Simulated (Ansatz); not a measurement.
Frontier orbitals of `N[SiH2][GaH2]`.

Cartesian coordinates in Å:
```
N 1.038 0.910 0.930
Si -0.441 0.062 0.650
Ga -0.480 -0.738 -1.624
H 1.893 0.554 0.534
H 1.213 1.349 1.820
H -1.563 1.007 0.917
H -0.690 -1.103 1.564
H 0.847 -0.842 -2.471
H -1.815 -1.199 -2.319
```

Total charge 0; spin multiplicity 1. Correlated methods include outer-core shells of Ga, which these sets cover unevenly. Scalar relativity is left out up to krypton. All single points use the PBE0-D4/def2-TZVP geometry. It is one conformer, not always the lowest. Basis def2-TZVPP, Ansatz.

```tsv
functional	HOMO (eV)	LUMO (eV)	gap (eV)
LDA (SPW92)	-5.97	-3.00	2.97
PBE	-5.86	-2.75	3.11
BLYP	-5.76	-2.69	3.07
B97M-V	-6.28	-2.75	3.53
PBE0	-7.12	-1.96	5.16
r2SCAN0	-7.30	-1.83	5.47
BHLYP	-8.20	-1.19	7.01
ωB97M-V	-9.24	-0.23	9.01
```

A quarter of exact exchange (PBE0) shifts PBE's HOMO by −1.25 eV and its LUMO by +0.80 eV; full exchange at long range (ωB97M-V) shifts them by −3.37 and +2.52 eV. The gap opens from 3.11 to 9.00 eV, since occupied levels lose self-interaction and empty ones feel all the electrons.
